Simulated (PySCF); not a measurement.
Structure problem from calculated spectra and properties.

Elements present: C, H, N and Si. Monoisotopic mass: 127.0817 u.

* 13C NMR: chemical shifts (computed TMS as zero) by class: 157.0 (1 C), 116.0 (1 C), 56.2 (1 C), 47.5 (1 C), 26.4 (1 C), 15.9 (1 C) ppm [GIAO PBE/pcSseg-1]
* Dipole: 0.99 D [PBE0/def2-SVPD]
* Polarisability: 102.9 au [PBE0/def2-SVPD]
* Rotational structure: rotational constants A, B, C: 2.808, 1.276, 1.182 GHz [PBE0-D3(BJ)/def2-SVP]
* Triplet: lowest triplet excitation (Tamm–Dancoff): 4.20 eV [TDA PBE0/def2-SVPD]
* 1H NMR: chemical shifts (computed TMS as zero) by class: 5.63 (1 H), 5.12 (1 H), 5.06 (1 H), 5.01 (1 H), 3.45 (1 H), 3.42 (1 H), 2.45 (1 H), 1.88 (3 H), 1.21 (1 H), 1.00 (1 H), -0.20 (1 H) ppm [GIAO PBE/pcSseg-1]
* UV, first state: lowest singlet excitation: 5.56 eV (223 nm, f = 0.001) [TDDFT PBE0/def2-SVPD]
* NMR, other nuclei: isotropic shieldings of nuclei other than C and H, by class: 236 (1 N), 361 (1 Si) ppm [GIAO PBE/pcSseg-1]
* UV, strongest line: among the 10 lowest singlet transitions: S10 at 7.18 eV (173 nm, f = 0.070) [TDDFT PBE0/def2-SVPD]

The electronic properties come from PySCF, for the isolated species, density fitting. Levels stand in brackets. One conformer (not necessarily the lowest) at the PBE0-D3(BJ)/def2-SVP geometry, without solvent, vibrations or thermal averaging. Each NMR value is the plain mean over a class of atoms that symmetry, rotation or inversion makes alike.

Q: Which formula fits the mass and the elements?

A: C6H13NSi (calculated 127.0817). No other formula that holds each of these elements comes within 0.0003 u with a fitting electron parity and a possible valence count.

Q: What is the compound? Reason from the data.

A: Numbering: `[CH2:1]=[C:2]([CH3:3])[C@H:4]1[CH2:5][NH:6][SiH2:7][CH2:8]1`. Its formula, C6H13NSi, gives 2 degrees of unsaturation: 1 ring and 1 π bond in the structure found. 6 carbons fall into 6 classes; from least to most shielded: fully substituted alkene carbon [C2] (157.0 ppm), terminal =CH2 carbon [C1] (116.0 ppm), ring sp3 carbon bound to nitrogen [C5] (56.2 ppm), allylic carbon [C4] (47.5 ppm), allylic carbon [C3] (26.4 ppm), ring sp3 carbon bound to silicon [C8] (15.9 ppm). Hydrogen classes from least to most shielded: 1 H on a terminal =CH2 carbon, C1 (5.63 ppm), 1 H on a terminal =CH2 carbon, C1 (5.12 ppm), 1 H on an SiH2 silicon, Si7 (5.06 ppm), 1 H on an SiH2 silicon, Si7 (5.01 ppm), 1 H on an sp3 carbon bound to nitrogen, C5 (3.45 ppm), 1 H on an sp3 carbon bound to nitrogen, C5 (3.42 ppm), 1 H on an allylic carbon, C4 (2.45 ppm), 3 H on an allylic carbon, C3 (1.88 ppm, a mean of values up to 0.5 ppm apart in this geometry), 1 H on an sp3 carbon bound to silicon, C8 (1.21 ppm), 1 H on an sp3 carbon bound to silicon, C8 (1.00 ppm), 1 H on a silicon-bound nitrogen, N6 (-0.20 ppm). The other shieldings belong to: 236 ppm, silicon-bound nitrogen [N6]; 361 ppm, SiH2 silicon [Si7]. The optimised geometry has point group C1 and is an asymmetric top. Structure: `C1[C@H](CN[SiH2]1)C(=C)C`. Computed isomers that give other values at the same levels: `C=CCN1CCC[SiH2]1` (rotational constant A: 3.510 GHz; this holds for the one conformer computed). The assignments are read from this structure; whether some other isomer fits the data as well wasn't checked. The mirror image fits equally.
